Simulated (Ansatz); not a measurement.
This geometry of a periodic cell of 17 atoms, CuSi$_{16}$ (host Si, host structure diamond, interstitial Cu), cell charge +1 is a first-order saddle point.

Level of theory: Ansatz 0.2.0, DFT PBE, scalar-relativistic, plane waves, PAW. Settings: PAW set soft_1, cutoff 420 eV, k mesh 2x2x2, gaussian smearing 0.05 eV, no spin polarisation.

```xyz
17
Lattice="0.0000 5.4300 5.4300 5.4300 0.0000 5.4300 5.4300 5.4300 0.0000" Properties=species:S:1:pos:R:3
Si 0.152 0.134 -0.155
Si 1.414 1.430 1.342
Si 2.814 2.782 0.065
Si 4.215 4.258 1.213
Si 2.684 0.049 2.744
Si 4.086 1.430 4.014
Si 5.363 2.781 2.613
Si 6.760 4.154 4.099
Si 0.022 2.680 2.734
Si 1.423 4.062 4.005
Si 2.778 5.386 2.650
Si 4.174 6.759 4.135
Si 2.693 2.680 5.406
Si 3.953 3.975 6.904
Si 5.322 5.280 5.536
Si 6.723 6.759 6.683
Cu 7.487 7.488 8.799
```

Problem. Which two structures does it join? (They come from a converged band through this point; their orientation in space is the band's.)

Solution. Contacts lost: Si1–Cu17, Si2–Cu17, Si6–Cu17, Si10–Cu17. Contacts made: Si8–Cu17, Si12–Cu17, Si13–Cu17, Si14–Cu17, Si16–Cu17. The atom that moves furthest is Cu17, by 2.53 Å; four of its nearest neighbours are Si1 2.33, Si3 2.42, Si11 2.43, Si7 2.43 Å at the first end and Si16 2.33, Si8 2.42, Si12 2.42, Si14 2.43 Å at the last.

Image 0:

```xyz
17
Lattice="0.0000 5.4300 5.4300 5.4300 0.0000 5.4300 5.4300 5.4300 0.0000" Properties=species:S:1:pos:R:3
Si -0.136 -0.139 0.138
Si 1.317 1.319 1.356
Si 2.720 2.723 -0.053
Si 3.954 3.947 1.488
Si 2.775 0.034 2.656
Si 4.080 1.317 4.113
Si 5.495 2.714 2.716
Si 6.835 4.141 4.030
Si 0.028 2.775 2.655
Si 1.315 4.075 4.112
Si 2.716 5.487 2.711
Si 4.135 6.835 4.028
Si 2.774 2.772 5.395
Si 4.122 4.127 6.732
Si 5.474 5.478 5.382
Si 6.834 6.831 6.718
Cu 6.647 6.635 9.664
```

Image 4:

```xyz
17
Lattice="0.0000 5.4300 5.4300 5.4300 0.0000 5.4300 5.4300 5.4300 0.0000" Properties=species:S:1:pos:R:3
Si 0.044 0.049 0.046
Si 1.395 1.401 1.398
Si 2.756 2.754 0.059
Si 4.125 4.126 1.384
Si 2.754 0.064 2.754
Si 4.124 1.389 4.125
Si 5.430 2.678 2.676
Si 6.838 4.081 4.078
Si 0.066 2.760 2.761
Si 1.390 4.131 4.131
Si 2.678 5.432 2.676
Si 4.079 6.838 4.075
Si 2.676 2.676 5.434
Si 4.073 4.072 6.843
Si 5.312 5.313 5.320
Si 6.658 6.658 6.658
Cu 7.991 8.000 8.015
```

Problem. How far does it lie above each of them?

Solution. 0.042 eV above the first and 0.042 eV above the second. This is the barrier of this one path; another mechanism may lie lower. Limits of this set-up: coarse k mesh, a small cell, in which the defect meets its images, charged cell in a uniform background, uncorrected.

Time of the run: 12 min on 1 thread of Arm Neoverse V2 (shared host), peak memory 0.81 GiB.
